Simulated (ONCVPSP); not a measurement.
# Building the ONCV potential for K (Z = 19) (PBEsol, scalar-relativistic).

ONCVPSP 4.0.1 input, shortened (lines: element, Z, core and valence counts, functional; n l f; lmax; l rc ep ncon nbas qcut; lloc lpopt rc5 dvloc0; l nproj debl; icmod fcfact rcfact), PBEsol, scalar-relativistic:

```
  K 19.00    3    3  -116133      upf
    1    0    2.00
    2    0    2.00
    2    1    6.00
    3    0    2.00
    3    1    6.00
    4    0    0.50
    2
    0    2.55    0.00    4    7    6.20
    1    1.35    0.00    4    9    5.40
    2    2.15    0.23    3    7    4.20
    4    5    1.00    6.00
    0    2    3.40
    1    1    1.20
    2    2    3.70
    1    0.60    0.00
```

In the d channel the program set the typed energies aside and used 0.050, 3.750 Ha.

- Cutoffs needed: 11 Ha and 36 Ha (the cutoffs (Ha) at which the residual kinetic energy of the hardest occupied pseudo-wave falls to 1 and 0.1 mHa per electron) The cutoffs count occupied waves only; projector 2 of the d channel, the hardest unoccupied one, needs 72 Ha at the loose tolerance.
- Ghost test: no bound ghost flagged but for a GHOST(-) flag that falls on a real empty level of the atom; no localised positive-energy state flagged
- Largest excitation error: +20 meV (all-electron minus pseudo) for 3s2 3p5 4s1, out of 4 test configurations
- rms error of d²Exc/dni dnj: 2.45 mHa without and 1.22 mHa with the model core
